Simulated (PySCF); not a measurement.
Si(H)(Me)2(SH) (C₂H₈SSi), SMILES C[SiH](C)S. Heavy atoms are numbered as in [SiH:1]([CH3:2])([CH3:3])[SH:4]. Hydrogens are named by the atom that carries them.

Geometry: B3LYP-D3(BJ)/def2-SVP. The values are those of a single conformer.

These are PySCF with KT2/pcSseg-1 values and carry that method's errors.

GIAO shieldings, no solvent; atoms alike by connectivity are averaged. δ = σ(ref) − σ: ²⁹Si against TMS (σ = 361.9 ppm); ¹³C against TMS (σ = 185.1 ppm); ³³S against H2S (σ = 723.0 ppm); ¹H against TMS (σ = 31.47 ppm), references at their B3LYP-D3(BJ)/def2-TZVP geometries, non-relativistic.

Computed chemical shifts:
| nucleus | atoms | count | δ (ppm) |
|---|---|---|---|
| ²⁹Si | Si1 (SiH) | 1 | 3.5 |
| ¹³C | C2 (CH3) | 2 | 6.3 |
| ³³S | S4 (SH) | 1 | 20.2 |
| ¹H | H on Si1 | 1 | 5.10 |
| ¹H | H on C2 | 6 | 0.64 |
| ¹H | H on S4 | 1 | 0.20 |
